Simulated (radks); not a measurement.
Values are calculated unless marked as measured or tabulated.
Q: Valence configurations of neutral potassium (all share [Ar]). Code: a radial shooting solver on a logarithmic mesh with Libxc functionals. Model: non-relativistic Kohn-Sham, BLYP, spin-polarised, spherical densities, point nucleus; open shells are filled with parallel spins first. Order these by energy: 4p1; 4s0.5 4p0.5; 3d1; 4s1; 3d0.5 4s0.5.

A: From the lowest, in eV above it: 4s1 0.000; 4s0.5 4p0.5 0.812; 3d0.5 4s0.5 1.270; 4p1 1.645; 3d1 2.565. NIST lists [Ar] 4s1 as the ground configuration; this level of theory agrees among the configurations tried. The energies are those of spherical high-spin densities, not of single terms.
